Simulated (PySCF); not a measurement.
# Circular dichroism: SMILES COC[C@@H]1C[C@H]1C#N, C$_{6}$H$_{9}$NO

Geometry:
| atom | x (Å) | y (Å) | z (Å) |
| --- | --- | --- | --- |
| C1 | -2.620 | -0.470 | 0.288 |
| O2 | -1.254 | -0.476 | -0.030 |
| C3 | -0.665 | 0.800 | 0.047 |
| C4 | 0.798 | 0.715 | -0.325 |
| C5 | 1.251 | -0.221 | -1.394 |
| C6 | 1.575 | -0.527 | 0.050 |
| C7 | 2.908 | -0.382 | 0.509 |
| N8 | 3.984 | -0.254 | 0.880 |
| H9 | -3.189 | 0.157 | -0.409 |
| H10 | -2.962 | -1.500 | 0.212 |
| H11 | -2.790 | -0.103 | 1.308 |
| H12 | -1.176 | 1.498 | -0.638 |
| H13 | -0.766 | 1.203 | 1.070 |
| H14 | 1.315 | 1.663 | -0.232 |
| H15 | 2.058 | 0.086 | -2.042 |
| H16 | 0.507 | -0.848 | -1.859 |
| H17 | 1.020 | -1.328 | 0.523 |

Method: TDDFT LC-wPBE/aug-cc-pVDZ circular dichroism and optical rotation, one conformer, gas phase (PySCF). Geometry: GFN2-xTB.

The molecule is flexible and this is one conformer; a measurement averages over conformers.

**Question.** What are the CIP labels of the stereocentres?

**Answer.** C4 R, C6 R.

**Question.** List the lowest 12 singlet excitations with oscillator and rotatory strengths.

**Answer.** Rotatory strengths R in 10⁻⁴⁰ esu² cm², velocity form and length form (origin at the centre of mass); f in length form.
```tsv
state	E (eV)	λ (nm)	f	R (velocity)	R (length)	main
1	7.35	169	0.031	+7.3	+7.3	HOMO→LUMO 0.58
2	7.49	165	0.0001	-1.1	-1.1	HOMO−1→LUMO+13 0.25, HOMO−1→LUMO+14 0.17
3	7.92	157	0.009	+16.6	+16.8	HOMO→LUMO+1 0.29, HOMO→LUMO+2 0.15
4	7.97	156	0.069	-1.8	-1.9	HOMO→LUMO+1 0.24, HOMO−1→LUMO+12 0.16
5	8.10	153	0.024	-6.3	-6.5	HOMO−2→LUMO+12 0.17, HOMO→LUMO+2 0.14
6	8.20	151	0.013	+0.5	+0.6	HOMO→LUMO+2 0.24, HOMO−2→LUMO+12 0.16
7	8.22	151	0.010	-26.4	-25.8	HOMO→LUMO+3 0.21, HOMO→LUMO+1 0.11
8	8.37	148	0.006	+2.0	+1.6	HOMO−1→LUMO+3 0.25
9	8.60	144	0.011	+15.0	+14.6	HOMO→LUMO+5 0.19, HOMO−1→LUMO+1 0.17
10	8.72	142	0.008	-6.0	-6.0	HOMO−1→LUMO+1 0.29, HOMO−1→LUMO+5 0.11
11	8.91	139	0.022	-0.9	-1.0	HOMO−1→LUMO+2 0.36, HOMO→LUMO+4 0.20
12	8.93	139	0.005	+14.7	+14.7	HOMO−2→LUMO+3 0.17, HOMO→LUMO+4 0.14
```

Among the states computed, the strongest CD band (largest |R|) is state 7. The largest dissymmetry factor in size, g = 4R/(D+G), with D and G the electric and magnetic dipole strengths, is -0.087 for state 2 (velocity form, f = 0.0001), among bands with |R| over 0.5. The mirror image has the same energies and oscillator strengths and all R with the opposite sign.
